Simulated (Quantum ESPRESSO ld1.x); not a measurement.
Q: The mean radii <r> (bohr) of the occupied orbitals of an atom or ion are listed with their occupations. All-electron calculation, scalar-relativistic Kohn-Sham, revPBE, spin-unpolarised, spherical densities, point nucleus. Program: ld1.x of Quantum ESPRESSO 7.5.

orbital  occ.      <r>
1s          2  0.02034
2s          2  0.08457
2p          5  0.07465

Name the element and its charge.

A: Z = 68, erbium, charge +59: Er59+ in [He] 2s2 2p5. The 1s radius gives Z: for a bare nucleus <r> = (2 gamma + 1)/(2Z) with gamma = sqrt(1 - (Z/c)^2), 0.02012 bohr for Z = 68, and screening makes it slightly larger (0.02034 here). The occupations add up to 9, and the charge is Z minus that.
